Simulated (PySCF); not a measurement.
## Spinor energies of Mo(3+) (molybdenum, charge +3)

Start: [Kr] 4d2 5s1; 4d5/2 filled at m_j = +3/2, +5/2; 5s1/2 filled at m_j = +1/2. Calculated with PySCF 2.14 in x2c-SVPall-2c with one added diffuse shell each of s, p, d type (7s9p7d1f, 76 functions): generalised Hartree-Fock with the X2C-1e Hamiltonian and a Gaussian nucleus; one run each with spin-orbit coupling (SO) switched off, then screened by Boettger's factors. This is a chosen level, not necessarily the ground level.

```tsv
spinor shell	electrons	ε, spin-free (eV)	ε, screened SO (eV)	weight of nominal j (screened SO)	rms radius, screened SO (bohr)
1s1/2	2	-20144.4	-20143.5	1.000	0.0404
2s1/2	2	-2954.6	-2954.4	1.000	0.166
2p1/2	2	-2639.9	-2713.5	1.000	0.145
3s1/2	2	-568.54	-568.52	1.000	0.456
3p1/2	2	-462.36	-474.99	1.000	0.454
3p3/2	4	-462.36	-456.48	1.000	0.465
3d3/2	4	-289.46	-291.39	0.982	0.452
3d5/2	6	-289.46	-288.19	0.988	0.454
4s1/2	2	-117.31	-117.33	1.000	1.17
4p3/2	4	-84.921	-84.058	0.915	1.29
4p1/2	2	-84.921	-86.843	0.831	1.27
4d5/2	2	-44.895	-44.813	0.878	1.67
5s1/2	1	-30.778	-30.785	1.000	3.27
```

(1) Where does 2p3/2 lie, and what is the 2p spin-orbit splitting (screened SO)?

```csv
quantity,spin-free,screened SO
E (hartree),-4043.54662,-4043.99646
M_J,9/2,9/2
⟨J²⟩,24.757,24.757
⟨L²⟩,12.006,12.036
⟨S²⟩,3.751,3.751
```

Each row is a mean over spinors that exchange with the open shell spreads, by up to 7.120 eV (4p3/2).

Rows whose weight is well below 1 are mixtures of j = l ± 1/2: exchange outweighs spin-orbit coupling there, and the label is only the starting occupation.

Breit and QED terms are absent; they matter most for the inner s and p1/2 levels.

Densities and radii are taken from the X2C orbitals without a picture-change correction, which distorts them close to the nucleus.

Without spin-orbit coupling the j labels of p, d and f shells carry no meaning; the spin-free column gives the mean over the occupied spinors of each nl shell.

Results:

(1) At -2605.4 eV, 108.12 eV above 2p1/2.
